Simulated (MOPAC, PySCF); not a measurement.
C$_{3}$H$_{9}$B, SMILES `CB(C)C`, neutral singlet in the gas phase. 

Cartesian coordinates (Å):
```xyz
13

C      1.5559     0.1870    -0.1379
B      0.0030     0.0051    -0.0149
C     -0.9161     1.2392     0.2930
C     -0.6359    -1.4177    -0.1780
H      1.8258     1.0655    -0.7326
H      2.0965    -0.6833    -0.5164
H      1.9413     0.3956     0.8708
H     -1.8075     1.2445    -0.3440
H     -1.3031     1.1255     1.3153
H     -0.4291     2.2144     0.2291
H     -1.6674    -1.5074     0.1697
H     -0.6377    -1.6424    -1.2549
H     -0.0305    -2.2078     0.2770
```
Charge 0, multiplicity 1.

All levels are single points at this geometry (PBE0-D4/def2-TZVP); Pople sets use spherical d functions. Orbital energies aren't observables, and empty levels follow the basis.

```json
[
 {"level": "B3LYP-D3(BJ)/def2-TZVP in PySCF", "HOMO (eV)": "-8.30", "LUMO (eV)": "-0.34", "gap (eV)": "7.96", "dipole (D)": "0.03", "vertical IE, Delta-SCF (eV)": "10.63"},
 {"level": "PBE0-D4/def2-TZVP in PySCF", "HOMO (eV)": "-8.49", "LUMO (eV)": "-0.11", "gap (eV)": "8.38", "dipole (D)": "0.04", "vertical IE, Delta-SCF (eV)": "10.63"},
 {"level": "B3LYP/3-21G in PySCF", "HOMO (eV)": "-8.06", "LUMO (eV)": "0.02", "gap (eV)": "8.09", "dipole (D)": "0.06", "vertical IE, Delta-SCF (eV)": "–"},
 {"level": "B3LYP/6-311+G** in PySCF", "HOMO (eV)": "-8.32", "LUMO (eV)": "-0.36", "gap (eV)": "7.96", "dipole (D)": "0.04", "vertical IE, Delta-SCF (eV)": "–"},
 {"level": "SVWN5/6-31G* in PySCF", "HOMO (eV)": "-6.82", "LUMO (eV)": "-0.99", "gap (eV)": "5.83", "dipole (D)": "0.06", "vertical IE, Delta-SCF (eV)": "–"},
 {"level": "HF/STO-3G in PySCF", "HOMO (eV)": "-10.70", "LUMO (eV)": "7.51", "gap (eV)": "18.21", "dipole (D)": "0.04", "vertical IE, Delta-SCF (eV)": "–"},
 {"level": "PM3 in MOPAC", "HOMO (eV)": "-11.54", "LUMO (eV)": "1.05", "gap (eV)": "12.59", "dipole (D)": "0.09", "vertical IE, Delta-SCF (eV)": "–"},
 {"level": "PM6 in MOPAC", "HOMO (eV)": "-10.60", "LUMO (eV)": "1.13", "gap (eV)": "11.73", "dipole (D)": "0.10", "vertical IE, Delta-SCF (eV)": "–"},
 {"level": "PM7 in MOPAC", "HOMO (eV)": "-10.81", "LUMO (eV)": "-0.09", "gap (eV)": "10.71", "dipole (D)": "0.11", "vertical IE, Delta-SCF (eV)": "–"}
]
```
